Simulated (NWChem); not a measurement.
Program: NWChem. System: silylphosphine (H5PSi), charge 0, spin multiplicity 1, at a geometry optimised with PBE0/def2-SVP. Level: MP2/6-311G** (spherical d), 10 core orbitals frozen.

Input file:

```
start mol
memory heap 200 mb stack 900 mb global 1100 mb
geometry units angstroms nocenter noautoz noautosym
  Si    -1.069609     0.096085     0.217974
  P      1.121573    -0.078012    -0.340513
  H     -1.838025    -0.881290    -0.610310
  H     -1.524182     1.478901    -0.118177
  H     -1.347945    -0.168308     1.662924
  H      1.297983    -1.314534     0.354487
  H      1.563097     0.710223     0.767147
end
basis spherical
  * library 6-311g**
end
scf
  rhf
  nopen 0
  maxiter 100
  thresh 1e-7
  semidirect memsize 60000000 filesize 0
end
mp2
  freeze core 10
end
task mp2 energy
```

Output (cleaned and shortened):

```
             Northwest Computational Chemistry Package (NWChem) 7.3.0
             --------------------------------------------------------

                                NWChem Input Module
                                -------------------

 Scaling coordinates for geometry "geometry" by  1.889725989
 (inverse scale =  0.529177249)

                             Geometry "geometry" -> ""
                             -------------------------

 Output coordinates in angstroms (scale by  1.889725989 to convert to a.u.)

  No.       Tag          Charge          X              Y              Z
 ---- ---------------- ---------- -------------- -------------- --------------
    1 Si                  14.0000    -1.06960900     0.09608500     0.21797400
    2 P                   15.0000     1.12157300    -0.07801200    -0.34051300
    3 H                    1.0000    -1.83802500    -0.88129000    -0.61031000
    4 H                    1.0000    -1.52418200     1.47890100    -0.11817700
    5 H                    1.0000    -1.34794500    -0.16830800     1.66292400
    6 H                    1.0000     1.29798300    -1.31453400     0.35448700
    7 H                    1.0000     1.56309700     0.71022300     0.76714700

 Effective nuclear repulsion energy (a.u.)      89.8277698483

            Nuclear Dipole moment (a.u.)
            ----------------------------
        X                 Y               Z
 ---------------- ---------------- ----------------
    -0.0000056692     0.0000037795     0.0000226767


 Summary of "ao basis" -> "" (spherical)
 ------------------------------------------------------------------------------
       Tag                 Description            Shells   Functions and Types
 ---------------- ------------------------------  ------  ---------------------
 *                          6-311g**                  on all atoms

 Summary of "ao basis" -> "ao basis" (spherical)
 ------------------------------------------------------------------------------
       Tag                 Description            Shells   Functions and Types
 ---------------- ------------------------------  ------  ---------------------
 Si                         6-311g**                12       26   6s5p1d
 P                          6-311g**                12       26   6s5p1d
 H                          6-311g**                 4        6   3s1p

                                 NWChem SCF Module
                                 -----------------

  ao basis        = "ao basis"
  functions       =    82
  atoms           =     7
  closed shells   =    17
  open shells     =     0
  charge          =   0.00
  wavefunction    = RHF
  use symmetry    = F
  symmetry adapt  = F

 Summary of "ao basis" -> "ao basis" (spherical)
 ------------------------------------------------------------------------------
       Tag                 Description            Shells   Functions and Types
 ---------------- ------------------------------  ------  ---------------------
 Si                         6-311g**                12       26   6s5p1d
 P                          6-311g**                12       26   6s5p1d
 H                          6-311g**                 4        6   3s1p

 Forming initial guess at       0.0s

      Superposition of Atomic Density Guess
      -------------------------------------

 Sum of atomic energies:        -631.98464803

      Non-variational initial energy
      ------------------------------

 Total energy =    -632.535678
[...]
    61      0.227209  4 H  s                 42      0.172284  2 P  px
    20     -0.157311  1 Si py

 Vector   19  Occ=0.000000D+00  E= 1.208321D-01
              MO Center=  2.7D-01,  1.2D-02, -2.3D-01, r^2= 6.8D+00
   Bfn.  Coefficient  Atom+Function         Bfn.  Coefficient  Atom+Function
  ----- ------------  ---------------      ----- ------------  ---------------
     6      1.640511  1 Si s                 32      1.050915  2 P  s
    73     -0.975374  6 H  s                 79     -0.969664  7 H  s
    67     -0.795319  5 H  s                 45      0.774345  2 P  px
    47      0.728295  2 P  pz                61     -0.582792  4 H  s
    55     -0.576545  3 H  s                 19     -0.279981  1 Si px

 Vector   20  Occ=0.000000D+00  E= 1.314818D-01
              MO Center=  1.0D+00, -3.5D-02, -4.6D-01, r^2= 5.6D+00
   Bfn.  Coefficient  Atom+Function         Bfn.  Coefficient  Atom+Function
  ----- ------------  ---------------      ----- ------------  ---------------
    46      1.675735  2 P  py                79     -1.244604  7 H  s
    73      1.236767  6 H  s                 20     -0.860079  1 Si py
    55     -0.452982  3 H  s                 61      0.425943  4 H  s
    47      0.351606  2 P  pz                43      0.231929  2 P  py
    45      0.227500  2 P  px                21     -0.205660  1 Si pz

 center of mass
 --------------
 x =   0.08716023 y =   0.00281912 z =  -0.07018392

 moments of inertia (a.u.)
 ------------------
          51.568520240527          23.573061804750          62.554630913187
          23.573061804750         326.038525610961          -5.626633774215
          62.554630913187          -5.626633774215         315.266547440514

  Mulliken analysis of the total density
  --------------------------------------

    Atom       Charge   Shell Charges
 -----------   ------   -------------------------------------------------------
    1 Si  14    13.37   0.79  1.18  0.96  1.03  0.75  0.49  1.96  3.95  0.57  1.47  0.07  0.15
    2 P   15    15.01   0.79  1.18  0.92  1.06  0.87  0.94  2.01  3.89  0.58  2.12  0.55  0.09
    3 H    1     1.18   0.24  0.63  0.30  0.01
    4 H    1     1.18   0.24  0.63  0.30  0.01
    5 H    1     1.18   0.24  0.63  0.30  0.01
    6 H    1     1.05   0.23  0.61  0.18  0.02
    7 H    1     1.05   0.23  0.61  0.18  0.02

       Multipole analysis of the density wrt the origin
       ------------------------------------------------

     L   x y z        total         open         nuclear
     -   - - -        -----         ----         -------
     0   0 0 0     -0.000000      0.000000     34.000000

     1   1 0 0     -0.132441      0.000000     -0.000006
     1   0 1 0     -0.048181      0.000000      0.000004
     1   0 0 1      0.319210      0.000000      0.000023

     2   2 0 0    -23.877401      0.000000    166.169594
     2   1 1 0     -0.064220      0.000000    -13.408548
     2   1 0 1      1.326986      0.000000    -29.543803
     2   0 2 0    -22.333472      0.000000     19.444820
     2   0 1 1      0.211524      0.000000      3.048770
     2   0 0 2    -24.190838      0.000000     22.391822

                   NWChem MP2 Semi-direct Energy/Gradient Module
                   ---------------------------------------------

  Basis functions       =     82
  Molecular orbitals    =     82
  Frozen core           =     10
  Frozen virtuals       =      0
  Active alpha occupied =      7
  Active beta occupied  =      7
  Active alpha virtual  =     65
  Active beta virtual   =     65
  Use MO symmetry       = F
  Use skeleton AO sym   = F

  AO/Fock/Back tols     =   1.0D-09  1.0D-09  1.0D-09

 GA uses MA = F    GA memory limited = T

 Available:
  local mem=  1.26D+08
 global mem=  1.44D+08
 local disk=  0.00D+00
  mp2_memr nvloc                    65
  nvloc new                    65
   1 passes of   7:        3145728                      25319                   5039327.
   1 passes of   7: M    126153184           G      144165752           F     123007456.

 Semi-direct pass number   1 of   1  for RHF alpha+beta  at        0.9s
  vrange nnbf                  3250
  mp2_eaftype                    19  avail_ma_in_mb                  1099
 EAF : mp2_eaftype filesize          19    2519664.
  mp2_eaf for mointskh                     19
Node 0 wrote     11.8 Mb in      0.0 s     Agg I/O rate:  4612.1 Mb/s
 Done moints_semi at        1.7s
  mp2_eaftype                    19  avail_ma_in_mb                  1080
 EAF : mp2_eaftype filesize          19    2519664.
  mp2_eaf for kh                    19
 Done maket at        1.7s
 Done multipass loop at        1.7s

          -------------------------------------------
          SCF energy                -632.584629249495
          Correlation energy          -0.233077506577
          Singlet pairs               -0.176833269371
          Triplet pairs               -0.056244237206
          Total MP2 energy          -632.817706756073
          -------------------------------------------

          ---------------------------------------------------
                    Spin Component Scaled (SCS) MP2
          Same spin pairs                     -0.037496158138
          Same spin scaling factor             0.333333333333
          Opposite spin pairs                 -0.195581348440
          Opposite spin scaling fact.          1.200000000000
          SCS-MP2 correlation energy          -0.247196337507
          Total SCS-MP2 energy              -632.831825587002
          ---------------------------------------------------

 -----------------------
 Performance information
 -----------------------

 Timer overhead =  1.52D-07 seconds/call

               Nr. of calls         CPU time (s)                 Wall time (s)                GFlops
             ---------------    -------------------     ------------------------------   -------------------
Name         Min   Avg   Max    Min     Avg     Max     Min     Avg     Max   Mx/calls   Min     Max     Sum
mp2: moin     1     1     1   0.76    0.76    0.76     0.76    0.76    0.76    0.76      0.0     0.0     0.0
mp2: make     1     1     1   4.15E-2 4.15E-2 4.15E-2  4.15E-2 4.15E-2 4.15E-2 4.15E-2   0.0     0.0     0.0
mp2: tota     1     1     1   0.82    0.82    0.82     0.82    0.82    0.82    0.82      0.0     0.0     0.0

 The average no. of pstat calls per process was 3.00D+00
 with a timing overhead of 4.56D-07s

 Task  times  cpu:        1.7s     wall:        1.7s

 Total times  cpu:        1.7s     wall:        1.7s
```
